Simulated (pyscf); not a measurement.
## `[OH][GaH]`, doublet

Gas-phase minimum from PySCF at ωB97X-D3(BJ)/def2-SVP, one conformer. Other isomers of [HO–GaH]• were not searched in full and may lie lower. 

SMILES: [OH][GaH]
```xyz
4

O      0.2581     0.6909     0.7075
Ga     0.5771     0.4368    -1.0405
H      0.9201     1.1896     1.1994
H     -0.5623    -0.3993    -1.7840
```
Charge 0, spin multiplicity 2.

Bonded distances (Å): O1–Ga2 1.795, O1–H3 0.964, Ga2–H4 1.597. Bond angles (°): Ga2–O1–H3 116.6, O1–Ga2–H4 113.6.

Properties at ωB97X-D3(BJ)/def2-SVP:

```json
{
 "harmonic_wavenumbers_unscaled": "432, 532, 693, 767, 1820, 3917 cm⁻¹",
 "zero_point_energy": "11.7 kcal/mol",
 "rotational_symmetry_number": "1",
 "Entropy of this conformer at 298 K and 1 atm, rigid rotor and harmonic oscillator, modes under 100 cm⁻¹ raised to 100": "263.5 J/(mol K)",
 "dipole_moment": "1.60 D",
 "Spin expectation value S2": "0.755"
}
```

Single-point totals, which compare only within one level (frozen core for MP2 and CC):

```tsv
level	total energy (hartree)
ωB97X-D3(BJ)/def2-TZVP	-2001.26427
PBE/def2-TZVP	-2000.92446
r²SCAN/def2-TZVP	-2001.24964
B3LYP-D3(BJ)/def2-TZVP	-2001.35349
PBE0-D3(BJ)/def2-TZVP	-2000.96169
M06-2X/def2-TZVP	-2001.26111
ωB97M-D3(BJ)/def2-TZVP	-2001.33760
UHF/def2-TZVPP	-1999.30469
MP2/def2-TZVPP	-1999.75895
CCSD/def2-TZVPP	-1999.76141
CCSD(T)/def2-TZVPP	-1999.77906
```

The CCSD(T) − MP2 part came from Ansatz, without density fitting, on the same reference. The frozen core leaves the outer d or s,p core shells of the metals and heavy elements correlated in the MP2 and CC values, and def2-TZVPP describes them poorly, so these totals are far from the basis limit. Elements up to Kr have no core potential and no relativistic terms here.
